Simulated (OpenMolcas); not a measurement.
**Kr VII: effect of the level shift or regulariser**

* Program: OpenMolcas
* Basis: ANO-RCC-VTZP [6s5p3d1f]
* Scalar Hamiltonian: DKH2, point nucleus
* Active space: 2 electrons in 4 orbitals (4s 4p)
* State averaging: 2S+1 = 3 even, 3 roots; 2S+1 = 1 even, 7 roots (6 in the spin-orbit step); 2S+1 = 3 odd, 3 roots; 2S+1 = 1 odd, 3 roots
* Spin-orbit coupling: RASSI with atomic mean-field integrals over the reference wave functions, term energies averaged over their components

Methods on the same reference wave functions:
A. CASSCF
B. SS-CASPT2, IPEA 0.25 Eh, imaginary shift 0.1 Eh (closed shells correlated: 3d)
C. SS-CASPT2, IPEA 0.25 Eh, real shift 0.2 Eh (closed shells correlated: 3d)

Energies in cm-1 above 4s2 1S0, the measured ground level; measured values from Saloman, J. Phys. Chem. Ref. Data 36, 215 (2007).

| Level | A | B | C | Measured |
| --- | --- | --- | --- | --- |
| 4s2 1S0 | 0.0 | 0.0 | 0.0 | 0.0 |
| 4s 4p 3P* 0 | 114785 | 115067 | 115073 | 117390 |
| 4s 4p 3P* 1 | 117366 | 117614 | 117620 | 120095 |
| 4s 4p 3P* 2 | 123188 | 123470 | 123476 | 126553 |
| 4s 4p 1P* 1 | 182488 | 173972 | 174025 | 170835 |

Deviations, from unrounded energies. A percentage is the sum of absolute deviations over the sum of measured energies, with the sign that they share, or ± where signs differ.

```tsv
Against measurement	Levels	A	B	C
mean absolute deviation (cm-1)	4	5100	2800	2800
other configurations (%)	4	±3.8	±2.1	±2.1
```

B, C lie about equally close to measurement and A furthest from it. The largest miss of B in the table is 4s 4p 1P* 1, by +3100 cm-1. The ranking rests on the paired levels alone, and a cruder setting can come out closer through cancelling errors.

Between B and C the level of the table that moves most is 4s 4p 1P* 1, by 53 cm-1 (lowest in B, highest in C).

The lowest spin-free term lies below A's lowest term by 0.045 hartree in B, 0.045 hartree in C.

Over all roots computed the reference weight is 0.94 to 1.00 in B; the roots of lowest weight are the least certain, and an intruder state may touch them. Some high roots are left out of the spin-orbit mixing, which shifts the levels that they would mix with. Measured partners are found by configuration, term and J. A level has none where our copy of the source lacks it or the pairing is in doubt (some pairs that miss far off the trend of their configuration count as doubtful), and it then counts in no deviation. Levels of configurations outside the active space are missing. Levels that lie high or do not pair safely by name in every column are left out.

* marks odd parity.
